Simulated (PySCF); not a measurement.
GeH, SMILES [GeH] (connectivity only; charge and spin as stated), charge +1, multiplicity 1. Heavy atoms are numbered as in [GeH:1]. Hydrogens are named by the atom that carries them.

Coordinates come from a PBE0-D3(BJ)/def2-TZVPD optimisation. The multiplicity is an assumed one; other spin states were not compared.

Method: PBE0/pcSseg-2 (PySCF).

GIAO shieldings, no solvent; atoms alike by connectivity are averaged. δ = σ(ref) − σ: ⁷³Ge against GeH4 (σ = 1662.5 ppm); ¹H against TMS (σ = 31.54 ppm), references at their B3LYP-D3(BJ)/def2-TZVP geometries, non-relativistic.

Computed chemical shifts:
```csv
nucleus,atoms,count,δ (ppm)
⁷³Ge,Ge1 (GeH),1,2190.9
¹H,H on Ge1,1,9.25
```
